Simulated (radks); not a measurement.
Values are calculated unless marked as measured or tabulated.
Problem. Species: the beryllium ion Be3+. Configuration: 1s0.5 2p0.5 (fractional occupations, a model configuration). Level of theory: Dirac Kohn-Sham, BLYP, spin-unpolarised, spherical densities, point nucleus; open shells are shared between the two j in proportion to 2j + 1 (a radial shooting solver on a logarithmic mesh with Libxc functionals).

Spin-orbit splittings of the eigenvalues, e(l+1/2) - e(l-1/2), with zeta = 2 splitting/(2l+1) and mean radii in bohr:

shell  occ.  splitting (eV)  zeta (eV)  <r> j=l-1/2  <r> j=l+1/2
2p      0.5        0.009511   0.006341        1.353        1.354
3d        0               ?          ?        2.960        2.960

Estimate the 3d splitting.

Solution. 0.0007317 eV (zeta = 0.0002927 eV).
